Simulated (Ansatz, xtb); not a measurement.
## Two isomers of C6H5N

Structure a is `N#CC1=CCC=C1`, a singlet and structure b is `N#CC1C=CC=C1`, a singlet. Both are isolated molecules in the gas phase, relaxed with r2SCAN-D4/def2-SVP.

Quicker runs give these differences E(b) − E(a): GFN2-xTB +4.7 kcal/mol; HF/STO-3G +7.0 kcal/mol (at GFN2-xTB geometries); r2SCAN-D4/def2-SVP//GFN2-xTB +8.0 kcal/mol.

Question: Estimate E(b) − E(a) at the level CCSD(T)/def2-SVP + ΔMP2/def2-TZVPP.

Answer: Calculated at CCSD(T)/def2-SVP + ΔMP2/def2-TZVPP: E(b) − E(a) = +4.5 kcal/mol, so structure a lies lower.

Level by level:

```csv
level,geometry,E(b) − E(a) (kcal/mol),departure from the last row (kcal/mol),"job, with rough time for the two"
GFN2-xTB,GFN2-xTB,+4.7,+0.1,"optimisation, 0.12 s"
HF/STO-3G,GFN2-xTB,+7.0,+2.5,"single point, 0.4 s"
r2SCAN-D4/def2-SVP//GFN2-xTB,GFN2-xTB,+8.0,+3.4,"single point, 2.6 s"
r2SCAN-D4/def2-SVP,r2SCAN-D4/def2-SVP,+7.5,+3.0,"optimisation, 24 s"
HF/def2-SVP,r2SCAN-D4/def2-SVP,+4.5,0.0,part of the CCSD(T) run
MP2/def2-SVP,r2SCAN-D4/def2-SVP,+5.8,+1.2,part of the CCSD(T) run
CCSD(T)/def2-SVP,r2SCAN-D4/def2-SVP,+5.0,+0.5,single point
CCSD(T)/def2-SVP + ΔMP2/def2-TZVPP,r2SCAN-D4/def2-SVP,+4.5,,"single point, 47 s"
```

As drawn, both hold the same kinds of bond in the same numbers.

None of the levels shown reverses the order. The largest departure from CCSD(T)/def2-SVP + ΔMP2/def2-TZVPP is that of r2SCAN-D4/def2-SVP//GFN2-xTB, 3.4 kcal/mol. The last row adds to CCSD(T) the change of the MP2 difference between the two basis sets, here −0.5 kcal/mol.

With thermal terms from frequencies at re-optimised GFN2-xTB minima (ideal gas, soft modes damped towards free rotors, one conformer each, 298.15 K, 1 atm): on the last row, ΔE + ΔZPE = +4.6, ΔH = +4.6, ΔG = +4.5 kcal/mol.

The correlated steps freeze 7 core orbitals. Programs: Ansatz 0.2.0, xtb 6.7.1; the last row on 2 threads of Intel(R) Xeon(R) Platinum 8488C (Sapphire Rapids) on a shared host.
